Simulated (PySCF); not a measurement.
A structure optimised at PBE0-D3(BJ)/def2-SVP, used in a PySCF frequency run:

```xyz
5

V      0.0000     0.0000     0.0000
F     -0.9421     0.9421    -0.9421
F      0.9421     0.9421     0.9421
F      0.9421    -0.9421    -0.9421
F     -0.9421    -0.9421     0.9421
```
Charge +1, spin multiplicity 1.

Q: Write its SMILES, formula and point group.

A: [F][V+]([F])([F])[F], F4V, Td

Q: What are its rotational constants (standard atomic weights)?

A: 3.7463, 3.7463, 3.7463 GHz
